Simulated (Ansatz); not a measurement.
`BB(F)BF`. The species carries charge 0 and has multiplicity 1. The structure was optimised at the PBE0-D4/def2-TZVP level. It is one conformer, not always the lowest.

```xyz
8

B    -0.822    0.688   -1.055
B    -0.455    0.054    0.449
F    -1.318    0.099    1.473
B     1.056   -0.730    0.734
F     2.151   -0.017    0.956
H    -0.544    1.819   -1.337
H    -1.269    0.014   -1.939
H     1.201   -1.927    0.720
```

What is the dipole moment at B3LYP/def2-TZVPP? (Estimate.)

Ansatz gave: 0.86 D, with components (-0.21, -0.30, -0.78) D in this frame, pointing from negative to positive charge.

And with PBE, r2SCAN, ωB97M-V? (An estimate is asked.)

The calculation gave: PBE 0.69 D, r2SCAN 0.78 D, ωB97M-V 0.84 D.

Give the Mulliken charges with B3LYP, ωB97M-V, r2SCAN in def2-TZVPP. (An estimate is asked.)

The calculation gave: 
```json
{"atom": "B1", "B3LYP": "-0.17", "ωB97M-V": "-0.24", "r2SCAN": "-0.11"}
{"atom": "B2", "B3LYP": "0.32", "ωB97M-V": "0.30", "r2SCAN": "0.36"}
{"atom": "F3", "B3LYP": "-0.22", "ωB97M-V": "-0.21", "r2SCAN": "-0.25"}
{"atom": "B4", "B3LYP": "0.17", "ωB97M-V": "0.14", "r2SCAN": "0.22"}
{"atom": "F5", "B3LYP": "-0.21", "ωB97M-V": "-0.21", "r2SCAN": "-0.23"}
{"atom": "H6", "B3LYP": "0.06", "ωB97M-V": "0.10", "r2SCAN": "0.02"}
{"atom": "H7", "B3LYP": "0.06", "ωB97M-V": "0.10", "r2SCAN": "0.02"}
{"atom": "H8", "B3LYP": "0.00", "ωB97M-V": "0.03", "r2SCAN": "-0.04"}
```

B3LYP here is the variant with VWN-RPA as its local correlation; programs differ in this.
